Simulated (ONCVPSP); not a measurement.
u(r) = r·R(r): atom against pseudo-atom (neon)

Columns: radius, all-electron u(r) and pseudo u(r) of the 2p shell (level -54.82 eV) of neon in the configuration [He] 2s2 2p4; PBE, scalar-relativistic, ONCV scheme, ONCVPSP 4.0.1.

| r (bohr) | all-electron | pseudo |
| --- | --- | --- |
| 0.038 | 0.0402 | 0.0174 |
| 0.075 | 0.1302 | 0.0651 |
| 0.113 | 0.2475 | 0.1399 |
| 0.150 | 0.3697 | 0.2319 |
| 0.188 | 0.4927 | 0.3398 |
| 0.225 | 0.6040 | 0.4547 |
| 0.263 | 0.7063 | 0.5797 |
| 0.300 | 0.7928 | 0.7048 |
| 0.338 | 0.8679 | 0.8300 |
| 0.375 | 0.9280 | 0.9397 |
| 0.413 | 0.9769 | 1.0299 |
| 0.450 | 1.0131 | 1.0895 |
| 0.488 | 1.0391 | 1.1189 |
| 0.525 | 1.0549 | 1.1221 |
| 0.563 | 1.0626 | 1.1083 |
| 0.600 | 1.0628 | 1.0876 |
| 0.638 | 1.0565 | 1.0661 |
| 0.675 | 1.0450 | 1.0473 |
| 0.713 | 1.0286 | 1.0287 |
| 0.750 | 1.0090 | 1.0089 |
| 0.788 | 0.9857 | 0.9856 |
| 0.825 | 0.9606 | 0.9605 |
| 0.863 | 0.9330 | 0.9329 |
| 0.900 | 0.9045 | 0.9045 |
| 0.938 | 0.8743 | 0.8742 |
| 0.975 | 0.8442 | 0.8441 |

Problem. How many radial nodes do the two functions have?

Solution. The all-electron 2p function has n − l − 1 = 0; the pseudo-wave has 0.

Problem. At about which radius was the pseudo-wave matched?

Solution. 0.75 bohr, where the columns begin to agree (steps of 0.04 bohr).

Problem. Is the pseudo-wave norm-conserving?

Solution. Yes: the ONCV scheme keeps the norm inside the radius equal to the all-electron one, which fixes the energy derivative of the logarithmic derivative at the level.
